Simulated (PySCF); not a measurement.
# Rb₂: energy against distance

Set-up: basis Rb def2-SVP with ECP28; scalar-relativistic core potentials; PySCF 2.14. Energies in eV from Rb + Rb in their ground configurations at the same level. State: ¹Σg⁺ (singlet), closed shell.

All columns are PBE0.

```json
{"R (Å)": "3.701", "E (eV)": "-0.331", "HOMO (eV)": "-2.93", "LUMO (eV)": "-1.14", "Mayer bond order": "1.00", "⟨S²⟩": "0.00"}
{"R (Å)": "3.874", "E (eV)": "-0.392", "HOMO (eV)": "-2.90", "LUMO (eV)": "-1.15", "Mayer bond order": "1.00", "⟨S²⟩": "0.00"}
{"R (Å)": "4.046", "E (eV)": "-0.428", "HOMO (eV)": "-2.87", "LUMO (eV)": "-1.18", "Mayer bond order": "1.00", "⟨S²⟩": "0.00"}
{"R (Å)": "4.175", "E (eV)": "-0.442", "HOMO (eV)": "-2.84", "LUMO (eV)": "-1.20", "Mayer bond order": "1.00", "⟨S²⟩": "0.00"}
{"R (Å)": "4.304", "E (eV)": "-0.446", "HOMO (eV)": "-2.82", "LUMO (eV)": "-1.22", "Mayer bond order": "1.00", "⟨S²⟩": "0.00"}
{"R (Å)": "4.433", "E (eV)": "-0.443", "HOMO (eV)": "-2.80", "LUMO (eV)": "-1.24", "Mayer bond order": "0.99", "⟨S²⟩": "0.00"}
{"R (Å)": "4.605", "E (eV)": "-0.427", "HOMO (eV)": "-2.77", "LUMO (eV)": "-1.28", "Mayer bond order": "0.99", "⟨S²⟩": "0.00"}
{"R (Å)": "4.821", "E (eV)": "-0.394", "HOMO (eV)": "-2.74", "LUMO (eV)": "-1.32", "Mayer bond order": "0.99", "⟨S²⟩": "0.00"}
{"R (Å)": "5.079", "E (eV)": "-0.341", "HOMO (eV)": "-2.70", "LUMO (eV)": "-1.37", "Mayer bond order": "0.99", "⟨S²⟩": "0.00"}
{"R (Å)": "5.423", "E (eV)": "-0.274", "HOMO (eV)": "-2.77", "LUMO (eV)": "-1.37", "Mayer bond order": "0.65", "⟨S²⟩": "0.35"}
```

The closed-shell solution turns unstable on stretching: from about 5.42 Å a spin-polarised solution lies lower.

Closed-shell solutions of metal pairs were not tested for spin polarisation, which can lower them a little. ⟨S²⟩ of the unrestricted solution departs from its pure value on part of the curve, where spin states mix.
